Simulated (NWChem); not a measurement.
Species: AlHSClF; SMILES [F][Al]([SH])[Cl]

```xyz
5

Al     0.3433     0.0304     0.0000
Cl    -0.6617     1.8520     0.0000
F      2.0005     0.0215     0.0000
S     -0.7273    -1.8443     0.0000
H      0.4190    -2.5636     0.0000
```
Atoms are numbered in this order, from 1.

Geometry: optimised at PBE0/def2-SVP.

Symmetry labels are those of Cs in the frame above (b1 and b2, or b-type labels, depend on it).

Problem. List the 6 lowest vertical singlet excitations from B3LYP/def2-SVP, TDA (NWChem).

Solution. 
```
state  energy (eV)  oscillator strength  symmetry  leading excitation (squared amplitude)
-----  -----------  -------------------  --------  --------------------------------------
S1            5.66                0.034        a"                      HOMO → LUMO (0.99)
S2            6.46                0.021        a'                    HOMO → LUMO+1 (0.77)
S3            6.75                0.001        a"                    HOMO → LUMO+2 (0.98)
S4            6.97                0.036        a'                    HOMO−1 → LUMO (0.63)
S5            7.16                0.038        a"                    HOMO−3 → LUMO (0.93)
S6            7.31                0.012        a"                  HOMO−1 → LUMO+1 (0.91)
```
